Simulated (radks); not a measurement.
Species: Te+. Configuration: [Kr] 4d10 5s2 5p3. Calculated with a radial shooting solver on a logarithmic mesh with Libxc functionals: Dirac Kohn-Sham, PBE, spin-unpolarised, spherical densities, finite nucleus; open shells fill j = l - 1/2 first; Fermi nuclear charge, rms radius 4.7423 fm.

Radial electron density D(r) = 4 pi r^2 rho(r):

r (bohr),D(r) (e/bohr)
0.0009632,1.714
0.001112,2.204
0.001285,2.826
0.001484,3.613
0.001713,4.605
0.001979,5.847
0.002285,7.393
0.002639,9.301
0.003048,11.64
0.00352,14.46
0.004065,17.83
0.004695,21.80
0.005422,26.39
0.006262,31.57
0.007232,37.28
0.008352,43.34
0.009569,49.18
0.01105,55.16
0.01276,60.51
0.01474,64.76
0.01702,67.47
0.01966,68.36
0.0227,67.41
0.02622,65.01
0.03028,62.04
0.03497,59.72
0.04039,59.41
0.04664,62.08
0.05387,67.83
0.06221,75.49
0.07185,82.67
0.08297,86.55
0.09583,85.11
0.1107,78.52
0.1278,69.57
0.1476,62.64
0.1705,61.25
0.1969,65.41
0.2274,70.97
0.2626,71.87
0.3032,64.40
0.3502,50.12
0.4045,35.03
0.4671,25.28
0.5394,22.94
0.623,25.06
0.7195,26.70
0.8309,24.85
0.952,20.17
1.099,14.26
1.27,9.383
1.466,6.282
1.693,4.596
1.956,3.607
2.259,2.795
2.609,1.989
3.013,1.246
3.479,0.6733
4.018,0.3107
4.64,0.1206
5.359,0.03836
6.189,0.009639
7.148,0.001848
8.255,0.0002607

D(r) has 4 maxima, at r = 0.0195, 0.0864, 0.250, 0.725 bohr, and minima at 0.0382, 0.164, 0.531 bohr, inside which lie 2.02, 11.20, 29.03 electrons.
